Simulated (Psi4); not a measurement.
The Psi4 input:
```
memory 2 GB

molecule mol {
0 1
F     2.218853    0.193344   -1.147683
Si    1.492425    0.321862    0.239644
F     2.338345   -0.414561    1.337487
F     1.398426    1.848744    0.600708
O     0.057398   -0.361763    0.188583
Si   -1.482674   -0.383318   -0.207607
F    -1.719863    0.177182   -1.656798
F    -2.326405    0.484527    0.794317
F    -1.975544   -1.872070   -0.145495
}

set {
  basis cc-pv(t+d)z
  reference rks
}

energy('b3lyp')
print_variables()
```

Task: What does this run give for the nuclear repulsion energy, total energy, number of basis functions, dipole moment?

Result: 
```yaml
nuclear_repulsion_energy: 738.4991 Eh
total_energy: -1254.137776 Ha
number_of_basis_functions: 288
dipole_moment: 0.10 D
```
